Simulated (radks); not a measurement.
Spin polarisation of the 4p4 shell in Se. Start: [Ar] 3d10 4s2 4p(up 2, down 2); electrons of 4p are moved from spin down to spin up, other shells keep equal spins. Calculated with a radial shooting solver on a logarithmic mesh with Libxc functionals: scalar-relativistic Kohn-Sham, PBE, spin-polarised, spherical densities, finite nucleus; Fermi nuclear charge, rms radius of each element as measured or else 0.836 A^(1/3) + 0.57 fm.

\begin{tabular}{lrrrrr}
moment (Bohr magnetons) & E - E(0) (eV) & e(4p up) (eV) & e(4p down) (eV) & 4s down minus up (eV) & 3d down minus up (eV) \\ \hline
0 & 0.000 & -6.512 & -6.512 & 0.000 & 0.000 \\
0.5 & -0.047 & -6.689 & -6.316 & 0.384 & 0.049 \\
1 & -0.187 & -6.849 & -6.100 & 0.770 & 0.098 \\
1.5 & -0.421 & -6.992 & -5.864 & 1.159 & 0.147 \\
2 & -0.751 & -7.117 & -5.605 & 1.552 & 0.196 \\
\end{tabular}

At moment 2 the spin-polarisation energy is -0.751 eV and the 4p exchange splitting 1.512 eV, that is 0.756 eV per Bohr magneton; E = -I m^2/4 would give I = 0.751 eV.
